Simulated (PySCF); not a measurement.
## Excitation energy of Bi⁺ by level of theory

Bi⁺ [Xe] 4f14 5d10 6s2 6p2 (3P) → Bi⁺ [Xe] 4f14 5d10 6s1 6p2 6d1 (high-spin determinant), as a difference of total energies. Computed with PySCF 2.14 in x2c-TZVPPall with one added diffuse shell each of s, p, d, f type (12s8p7d4f, 99 functions), with the spin-free X2C one-electron Hamiltonian (Gaussian nucleus). Correlated levels: valence: [Xe] 4f14 5d10 frozen; valence and next inner shell: [Kr] 4d10 4f14 frozen. The calculations carry no spin-orbit coupling.

```tsv
method	excitation energy (eV)
UHF	16.469
LDA	18.656
PBE	18.191
PBE0	18.004
r2SCAN	18.146
B2PLYP	17.985
r2SCANh	18.090
TPSS	18.104
MP2 (valence)	17.105
SCS-MP2 (valence)	17.407
MP2 (valence and next inner shell)	18.312
SCS-MP2 (valence and next inner shell)	18.395
```

Task: How much does correlation contribute at MP2 (valence and next inner shell)?

Result: 18.312 − (16.469) = 1.843 eV, measured against UHF.

Spin-orbit coupling is strong in these open shells (close to jj coupling). The scalar numbers leave it out and a first-order estimate fails, so it can dominate the gap to the real levels.

The upper state lies above the first ionisation limit.

The promoted electron is Rydberg-like, and one or two diffuse shells describe it only roughly, which tends to raise the upper state.

The determinant of the upper state mixes LS terms, which raises its energy above the lowest term, most at the Hartree-Fock and MP2 levels.
